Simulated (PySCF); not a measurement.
These compounds are isomers of formula C5H10OSi.

A. `C[C@@H]1OC=C[Si@H]1C`
B. `C=C[C@H]1C[Si@@H](O)C1`
C. `C[C@@]12C[C@@H]1[C@H]2O[SiH3]`

Spectrum 1. ¹H NMR (500 MHz, computed): δ 7.13 (d, 1H), 4.82 (m, 1H), 4.66 (m, 1H), 3.97 (m, 1H), 1.41 (d, 3H), 0.27 (d, 3H). ¹³C{¹H} NMR (computed): δ 171.1 (CH), 91.9 (CH), 70.5 (CH), 22.3 (CH3), -1.7 (CH3).

Spectrum 2. ¹H NMR (500 MHz, computed): δ 4.81 (s, 3H), 2.74 (m, 1H), 1.68 (s, 3H), 1.52 (m, 1H), 0.88 (m, 1H), -0.12 (m, 1H). ¹³C{¹H} NMR (computed): δ 69.7 (CH), 19.2 (CH2), 10.7 (C), 9.2 (CH3), 7.5 (CH).

Spectrum 3. ¹H NMR (500 MHz, computed): δ 5.97 (m, 1H), 5.14 (m, 1H), 5.11 (m, 1H), 5.04 (m, 1H), 2.41 (m, 1H), 2.01 (m, 2H), 1.75 (br s, 1H), 1.35 (m, 2H). ¹³C{¹H} NMR (computed): δ 155.6 (CH), 116.5 (CH2), 34.0 (CH2), 33.7 (CH).

One computed conformer, averaged over atoms made equivalent by symmetry, fast rotation or ring inversion, isolated molecule, non-relativistic. Shielding tensors at PBE0/pcSseg-1 (GIAO); GFN2-xTB structure; PySCF 2.14.0 with density-fitted response routines.

Scale: ¹H (σ = 31.72 ppm) and ¹³C (σ = 186.93 ppm) against TMS (reference shieldings calculated alike). Where no couplings were computed, multiplicities follow the n + 1 count of equivalent neighbours, and m marks all less simple cases (inequivalent or close neighbours, rings, F or P nearby). Shifts are as computed. Against solution values, carbons near 30 ppm lie about +3 ppm off and those near 130 ppm about +5 ppm. Of 1211 compounds with measured shifts, 218 miss one by over three times the rms of a fit or turn the order of signals round; such compounds aren't used in these exercises. OH and NH positions are gas-phase values without hydrogen bonding to other molecules.

Task: Match each spectrum to its structure.

Result: 1–A, 2–C, 3–B.

- Spectrum 1 (A): 5 ¹³C signals; δC 171.1 is an alkene carbon bearing oxygen; δC 91.9 is a β carbon of an enol-ether or enamine type C=C.
- Spectrum 2 (C): 5 ¹³C signals; δC 69.7 is a three-membered-ring carbon; δC 19.2 is a three-membered-ring carbon.
- Spectrum 3 (B): 4 ¹³C signals; δC 155.6 is an alkene CH; δC 116.5 is a terminal =CH2 carbon.
